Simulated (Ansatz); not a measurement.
Job for Ansatz (a quantum-chemistry and plane-wave program): U-CAM-B3LYP/def2-TZVPP on AlN, 2S+1 = 3, a spin state set in the input, which need not be the lowest, a point of a bond scan (R = 1.796 Å).

Ansatz 0.2 input:
```yaml
crystal:
  periodic: [false, false, false]
  atoms:
    - {symbol: N, position_ang: [0.00000000, 0.00000000, 0.00000000]}
    - {symbol: Al, position_ang: [0.00000000, 0.00000000, 1.79575900]}
basis:
  gaussian:
    orbitals: def2-TZVPP
    pivot_positions_ang: [[0.00000000, 0.00000000, 0.00000000], [0.00000000, 0.00000000, 1.79575900]]
hamiltonian:
  xc: {name: CAM-B3LYP}
magnetization: {spin_polarized: true, initial_magnetization: 2}
output: {forces: true, orbitals: {seedname: ./end}}
```

Task: What total energy does the run end on?

Result: -297.0483 hartree.
